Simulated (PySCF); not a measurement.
## Mayer bond orders and bond lengths

GaCl2F.
Structure used (PBE0-D3(BJ)/def2-SVP), in Å, numbered top down from 1:
```
atom  x, y, z in Å
Ga1   -0.036   -0.059    0.001
Cl2    2.075   -0.141    0.021
Cl3   -1.124    1.755   -0.025
F4    -0.915   -1.555    0.003
```

Bond orders from the PBE0/pcSseg-1 (pcSseg-2 on Ga) density (PySCF). Geometry: PBE0-D3(BJ)/def2-SVP; no solvent, vibrations or thermal averaging. The calculation is non-relativistic, for gallium too.

**Question.** Set the Mayer orders of the bonds beside their lengths.

**Answer.** 
| bond | length (Å) | Mayer order |
| --- | --- | --- |
| Ga1–Cl2 | 2.113 | 1.185 |
| Ga1–Cl3 | 2.115 | 1.185 |
| Ga1–F4 | 1.735 | 0.998 |

**Question.** Sum the orders of all bonds at each heavy atom with more than one neighbour.

**Answer.** Ga1 3.368. Orders between atoms that aren't bonded are not in these sums.

The Mayer order sums products of elements of PS (density times overlap matrix) between the two atoms' basis functions, so it depends on the basis set.
